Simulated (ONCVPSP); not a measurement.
# Before and after: ONCV potential for phosphorus (P)

* Element: P (Z = 15)
* Generator: ONCVPSP 4.0.1
* Type: optimised norm-conserving Vanderbilt (ONCV)
* Functional: PBEsol
* Relativity: scalar-relativistic
* Frozen core: [He]
* Valence charge: 13
* Reference configuration: 2s2 2p6 3s1 3p4
* Partial waves: 2s+3s: rc 0.90 bohr, ncon 4, nbas 8, qcut 13.5 1/bohr, 3 projectors, debl 2.2 Ha; 2p+3p: rc 0.95 bohr, ncon 4, nbas 7, qcut 13.1 1/bohr, 3 projectors, debl 1.4 Ha
* Local potential: polynomial inside 0.85 bohr (lpopt 5, dvloc0 0 Ha)
* Core correction: Teter function, fcfact 2, rcfact 1.45

All-electron outer shells of the reference configuration (PBEsol, scalar-relativistic, ld1.x):

| shell | level (eV) | outermost node (bohr) | outermost maximum (bohr) |
| --- | --- | --- | --- |
| 1s | -2081.84 | – | 0.07 |
| 2s | -175.10 | 0.14 | 0.42 |
| 2p | -125.85 | – | 0.36 |
| 3s | -14.62 | 0.65 | 1.56 |
| 3p | -6.04 | 0.64 | 1.81 |

Change: all radii but the core radius scaled by about 1.26 (s 1.14, p 1.20 bohr); local potential polynomial inside 1.08 bohr (lpopt 5, dvloc0 0 Ha).

Cutoffs: the cutoffs (Ha) at which the residual kinetic energy of the hardest occupied pseudo-wave falls to 1 and 0.1 mHa per electron; they do not see the model core or the augmentation charge, which bear on the density cutoff. Errors are all-electron minus pseudo energies relative to the spin-unpolarised reference configuration.

Q: How do hardness, ghosts and transferability respond?

A: The potential gets softer (80 Ha and 140 Ha → 64 Ha and 73 Ha); of the 4 tests that both files solve, the error grows in 1 and shrinks in 3 by more than 15 % and 0.3 meV (median size 3.2 → 3.0 meV); neither file shows a bound ghost. A larger radius leaves more room for a smooth pseudo-wave, so fewer plane waves are needed.

| quantity | base | changed |
| --- | --- | --- |
| cutoff, loose | 80 Ha | 64 Ha |
| cutoff, tight | 140 Ha | 73 Ha |
| loose cutoff by channel | s 35 Ha, p 80 Ha | s 40 Ha, p 64 Ha |
| bound ghosts | none | none |
| GHOST(+) flags under 300 eV | none | none |
| error for 2s2 2p6 3s2 3p3, meV [ΔE -8.51 eV] | -0.7 | -1.2 |
| error for 2s2 2p6 3s2 3p2, meV [ΔE 1.19 eV] | +0.8 | 0.0 |
| error for 2s2 2p6 3s2 3p1, meV [ΔE 20.30 eV] | +5.7 | +4.7 |
| error for 2s2 2p6 3s1 3p0, meV [ΔE 101.92 eV] | +24 | +15 |
| rms error of d²Exc/dni dnj with the model core, mHa | 1.36 | 2.15 |
